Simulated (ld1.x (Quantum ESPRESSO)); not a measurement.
## Scattering properties, TM potential for fluorine (F)

* Element: fluorine
* Generator: ld1.x (Quantum ESPRESSO) 7.5
* Type: norm-conserving Troullier–Martins (Kleinman–Bylander form)
* Functional: PBE
* Relativity: scalar-relativistic
* Frozen core: none
* Valence charge: 9
* Reference configuration: 1s2 2s2 2p5
* Partial waves: 2p (bound): rc 1.50 bohr; 3d channel at -0.1 Ry: rc 1.15 bohr; 1s (bound): rc 0.30 bohr
* Local potential: the s channel
* Core correction: none

Occupied shells without a wave of their own: 2s. They enter only through the test configuration that unscreens the potential.

The phase is arctan(r·u′/u) with u = r·R(r), unwrapped; energies in Ry, scanned from -51 to 5 Ry. A pole is an energy at which the radial function vanishes at the test radius. The pseudo phase is shifted by a multiple of π to meet the all-electron one at the reference energy, and phase errors are pseudo minus all-electron; the curves can meet again beyond the range given. Levels narrower than the energy grid can be missing from the lists of poles.

```tsv
channel	radius (bohr)	reference energy (Ry)	poles, all-electron	poles, pseudo	unbroken range about the reference energy with phases within 0.05 rad	phase error 1 Ry above the reference energy (rad)
s	1.64	-48.76	-1.32	-1.15	below -3.2	+0.000
p	1.64	-0.82	0.10	0.11, 4.96	below 3.7	+0.003
d	1.64	-0.10	none	none	the whole range	+0.000
```

A Bessel basis up to 400 Ry misses an occupied level by 2.88 Ry, so cutoffs and ghosts were not judged. The potential misses its own reference levels by up to 1.5 eV, so it is not fit for use.

Phases in the d channel:

| E (Ry) | all-electron | pseudo |
| --- | --- | --- |
| -51.00 | 1.487 | 1.487 |
| -49.60 | 1.486 | 1.486 |
| -48.20 | 1.484 | 1.484 |
| -46.80 | 1.483 | 1.483 |
| -45.40 | 1.482 | 1.482 |
| -44.00 | 1.480 | 1.480 |
| -42.60 | 1.479 | 1.479 |
| -41.20 | 1.478 | 1.478 |
| -39.80 | 1.476 | 1.476 |
| -38.40 | 1.474 | 1.474 |
| -37.00 | 1.473 | 1.473 |
| -35.60 | 1.471 | 1.471 |
| -34.20 | 1.469 | 1.469 |
| -32.80 | 1.467 | 1.467 |
| -31.40 | 1.465 | 1.465 |
| -30.00 | 1.462 | 1.462 |
| -28.60 | 1.460 | 1.460 |
| -27.20 | 1.457 | 1.457 |
| -25.80 | 1.454 | 1.454 |
| -24.40 | 1.451 | 1.451 |
| -23.00 | 1.448 | 1.448 |
| -21.60 | 1.444 | 1.444 |
| -20.20 | 1.440 | 1.440 |
| -18.80 | 1.436 | 1.436 |
| -17.40 | 1.431 | 1.431 |
| -16.00 | 1.425 | 1.425 |
| -14.60 | 1.419 | 1.419 |
| -13.20 | 1.412 | 1.412 |
| -11.80 | 1.404 | 1.404 |
| -10.40 | 1.395 | 1.395 |
| -9.00 | 1.384 | 1.384 |
| -7.60 | 1.371 | 1.371 |
| -6.20 | 1.354 | 1.354 |
| -4.80 | 1.332 | 1.332 |
| -3.40 | 1.303 | 1.303 |
| -2.00 | 1.261 | 1.261 |
| -0.60 | 1.194 | 1.194 |
| 0.80 | 1.066 | 1.066 |
| 2.20 | 0.738 | 0.738 |
| 3.60 | -0.316 | -0.315 |
| 5.00 | -1.163 | -1.162 |
